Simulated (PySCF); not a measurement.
Delta-SCF ions had no search for a lower state. Excitations are Tamm–Dancoff values on a coarser integration grid. The basis has no diffuse functions, so Rydberg states are missing or too high.

Z-matrix (Å, degrees):
```
Ga
N 1 1.8250
H 2 1.0065 1 120.47
H 2 1.0066 3 110.38 1 -147.22
N 1 1.8250 2 120.16 3 21.50
H 5 1.0065 1 120.46 2 -21.51
H 5 1.0066 6 110.38 1 147.19
N 1 1.8276 2 119.89 3 -161.64
H 8 1.0073 1 119.45 2 -18.31
H 8 1.0073 9 109.96 1 143.67
```
Charge 0, spin multiplicity 1.

Task: Predict the HOMO–LUMO gap, vertical ionisation energy (Delta-SCF), S1–T1 gap (TDA), dipole moment and HOMO from PBE0-D3(BJ)/def2-TZVP in PySCF.

Result: 
The HOMO–LUMO gap comes out as 6.94 eV and the vertical ionisation energy (Delta-SCF) comes out as 8.83 eV. The S1–T1 gap (TDA) is 0.44 eV. The dipole moment is 0.63 D. The HOMO comes out as -6.75 eV.
